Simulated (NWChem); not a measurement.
System: GeSiH5OCl; SMILES [OH][GeH2][SiH2]Cl

```xyz
9

O      1.5381    -1.1163    -0.3054
Ge    -0.2522    -1.2935    -0.1334
Si    -0.9929     0.9305     0.3959
Cl     0.6288     1.6662     1.5257
H      1.8316    -0.3986     0.2927
H     -0.6071    -2.2895     1.0124
H     -0.7514    -1.8417    -1.4941
H     -1.1455     1.8142    -0.8097
H     -2.2321     1.0266     1.2411
```
Atoms are numbered in this order, from 1.

Level: PBE-D3(BJ)/def2-SVP (NWChem), optimised geometry, unscaled harmonic frequencies. 

| frequency (cm⁻¹) | IR intensity (km/mol) |
|---|---|
| 42 | 1.3 |
| 101 | 3.8 |
| 169 | 8.6 |
| 321 | 84.2 |
| 335 | 12.3 |
| 369 | 10.7 |
| 506 | 16.0 |
| 513 | 30.4 |
| 640 | 8.2 |
| 650 | 14.2 |
| 666 | 81.6 |
| 723 | 149.0 |
| 779 | 140.6 |
| 839 | 34.6 |
| 901 | 104.6 |
| 977 | 129.2 |
| 2038 | 120.7 |
| 2089 | 100.5 |
| 2160 | 82.2 |
| 2177 | 90.5 |
| 3661 | 55.5 |

```
Quantity                                                                           Result
-----------------------------------------------------------------------  ----------------
zero-point energy                                                           29.5 kcal/mol
thermal correction to the enthalpy at 298.15 K (with zero-point energy)     34.7 kcal/mol
heat capacity Cv                                                         24.8 cal/(mol K)
entropy at 298.15 K and 1 atm (symmetry number 1)                        87.1 cal/(mol K)
dipole moment                                                                      1.85 D
```

Rigid rotor and harmonic oscillator; modes under 100 cm⁻¹ make the entropy uncertain.
